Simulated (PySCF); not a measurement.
H3AsF2Si, singlet, at a GFN2-xTB geometry, with bond 5-1 at 1.8 times its length; CASCI(6,5)+NEVPT2/STO-3G (PySCF).

Here is a job for PySCF.
```python
from pyscf import gto, scf, mcscf, mrpt
import numpy

mol = gto.M(
    atom='''
Si   -0.930746   -0.047939    0.503909
F    -1.612738    1.331836    0.044548
F    -1.731821   -1.102310   -0.405199
As    1.250443   -0.021578   -0.217325
H    -1.831545   -0.450856    2.923296
H     1.603350   -1.246231    0.579894
H     1.694674    0.835495    0.934939
''',
    basis='sto-3g',
    charge=0,
    spin=0,
    verbose=4,
)

mf = scf.RHF(mol)
mf.kernel()
mc = mcscf.CASCI(mf, 5, 6)
mc.fix_spin_(ss=0.0)
mc.kernel()
occ = numpy.linalg.eigvalsh(mc.fcisolver.make_rdm1(mc.ci, mc.ncas, mc.nelecas))[::-1]
ss = mc.fcisolver.spin_square(mc.ci, mc.ncas, mc.nelecas)[0]
print('natural occupations', occ.round(4), ' <S^2>', round(ss, 4))
e2 = mrpt.NEVPT(mc).kernel()
print('E(NEVPT2) = %.10f' % (mc.e_tot + e2))
```

What the program printed (banner, timings and long lists left out):

```
PySCF version 2.14.0

[INPUT] verbose = 4
[INPUT] num. atoms = 7
[INPUT] num. electrons = 68
[INPUT] charge = 0
[INPUT] spin (= nelec alpha-beta = 2S) = 0
[INPUT] symmetry False subgroup None
[INPUT] Mole.unit = angstrom
[INPUT] Symbol           X                Y                Z      unit          X                Y                Z       unit  Magmom
[...]
nuclear repulsion = 349.295737817748
number of shells = 22
number of NR pGTOs = 120
number of NR cGTOs = 40
basis = sto-3g
ecp = {}

******** <class 'pyscf.scf.hf.RHF'> ********
method = RHF
initial guess = minao
damping factor = 0
level_shift factor = 0
DIIS = <class 'pyscf.scf.diis.CDIIS'>
diis_start_cycle = 1
diis_space = 8
diis_damp = 0
SCF conv_tol = 1e-09
SCF conv_tol_grad = None
SCF max_cycles = 50
direct_scf = True
direct_scf_tol = 1e-13
Set gradient conv threshold to 3.16228e-05
Initial guess from minao.
init E= -2689.26895155705
[...]
cycle= 1 E= -2692.35088068948  delta_E= -3.08  |g|= 0.586  |ddm|= 3.03
[...]
cycle= 2 E= -2692.51629302267  delta_E= -0.165  |g|= 0.159  |ddm|= 1.54
[...]
cycle= 3 E= -2692.53339638373  delta_E= -0.0171  |g|= 0.0409  |ddm|= 0.448
[...]
cycle= 4 E= -2692.5349627039  delta_E= -0.00157  |g|= 0.017  |ddm|= 0.156
[...]
cycle= 5 E= -2692.53521011597  delta_E= -0.000247  |g|= 0.00384  |ddm|= 0.0517
[...]
cycle= 6 E= -2692.53522704849  delta_E= -1.69e-05  |g|= 0.00072  |ddm|= 0.0156
[...]
cycle= 7 E= -2692.53522758738  delta_E= -5.39e-07  |g|= 0.000136  |ddm|= 0.00259
[...]
cycle= 8 E= -2692.53522760562  delta_E= -1.82e-08  |g|= 3.4e-05  |ddm|= 0.000444
[...]
cycle= 9 E= -2692.53522760694  delta_E= -1.32e-09  |g|= 8.91e-06  |ddm|= 0.000131
[...]
cycle= 10 E= -2692.53522760703  delta_E= -8.82e-11  |g|= 1.63e-06  |ddm|= 3.55e-05
[...]
Extra cycle  E= -2692.53522760703  delta_E= -1.82e-12  |g|= 7.43e-07  |ddm|= 4.17e-06
converged SCF energy = -2692.53522760703

******** <class 'pyscf.mcscf.casci.CASCI'> ********
CAS (3e+3e, 5o), ncore = 31, nvir = 4
natorb = False
canonicalization = True
sorting_mo_energy = False
******** <class 'pyscf.fci.addons.SpinPenaltyFCISolver'> ********
max. cycles = 200
conv_tol = 1e-08
davidson only = True
linear dependence = 1e-12
level shift = 0.001
max iter space = 12
nroots = 1
pspace_size = 400
spin = None
Density matrix diagonal elements [1.99579194 1.97497412 1.62927438 0.39340648 0.00655308]
CASCI converged
CASCI E = -2692.62183358294  E(CI) = -5.54716956074026  S^2 = 0.0000000
[...]
1 F 2pz         -0.15067  -0.07136  -0.25098   0.15502  -0.06486
2 F 1s           0.00023  -0.00004   0.00028  -0.00047  -0.00100
2 F 2s           0.02904  -0.00840   0.00099   0.01728   0.05570
2 F 2px         -0.41629   0.18258   0.00044   0.02695   0.09584
2 F 2py          0.00882   0.03633   0.00817   0.00823   0.04985
2 F 2pz         -0.16564  -0.05851  -0.26569   0.16971   0.09096
3 As 1s          0.00015   0.00054  -0.00002  -0.00001   0.00000
3 As 2s         -0.00078  -0.00298   0.00002   0.00036  -0.00001
3 As 3s         -0.00424  -0.01446   0.00098  -0.00104   0.00001
3 As 4s         -0.12527  -0.47007   0.02390   0.00621  -0.00026
3 As 2px        -0.00078   0.00020   0.00039  -0.00063   0.00007
3 As 2py        -0.00003  -0.00017   0.00002  -0.00001   0.00128
3 As 2pz         0.00036   0.00097  -0.00023   0.00023   0.00022
3 As 3px         0.00926  -0.00271  -0.00522   0.00900  -0.00096
3 As 3py         0.00029   0.00197  -0.00034   0.00018  -0.01835
3 As 3pz        -0.00417  -0.01082   0.00328  -0.00344  -0.00314
3 As 4px        -0.55640   0.12893   0.23721  -0.34264   0.03441
3 As 4py        -0.01801  -0.12837   0.01184  -0.00366   0.66584
3 As 4pz         0.25234   0.71864  -0.12802   0.11440   0.11410
3 As 3dxy       -0.00115   0.00055  -0.00092   0.00120   0.02559
3 As 3dyz        0.00037   0.00037   0.00025  -0.00030   0.05147
3 As 3dz^2       0.00417  -0.00645  -0.00143  -0.00208   0.01583
3 As 3dxz        0.01319  -0.00913   0.00515  -0.01084   0.00699
3 As 3dx2-y2    -0.01310   0.01139  -0.00066   0.00884   0.01109
4 H 1s           0.01418   0.00337   0.72411   0.66466   0.00018
5 H 1s          -0.09317   0.26922  -0.01486   0.04661   0.44140
6 H 1s          -0.09190   0.26923  -0.01345   0.04438  -0.44443
<CAS-nat-orb|mo-hf>  32     32      -0.67921025
<CAS-nat-orb|mo-hf>  32     33       0.70836701
<CAS-nat-orb|mo-hf>  33     32       0.73337505
<CAS-nat-orb|mo-hf>  33     33       0.66533051
<CAS-nat-orb|mo-hf>  34     34       0.97024510
<CAS-nat-orb|mo-hf>  35     35       0.99884652
<CAS-nat-orb|mo-hf>  36     36       0.99999989
Sr    (-1)',   E = -0.01112511714154
Si    (+1)',   E = -0.00590402112922
Sijrs (0)  ,   E = -0.03419250163590
Sijr  (+1) ,   E = -0.02043036527829
Srsi  (-1) ,   E = -0.01146683353727
Srs   (-2) ,   E = -0.00413178412877
Sij   (+2) ,   E = -0.00493737006434
Sir   (0)' ,   E = -0.01496056558607
Nevpt2 Energy = -0.107148558501391
E(NEVPT2) = -2692.7289821414
```
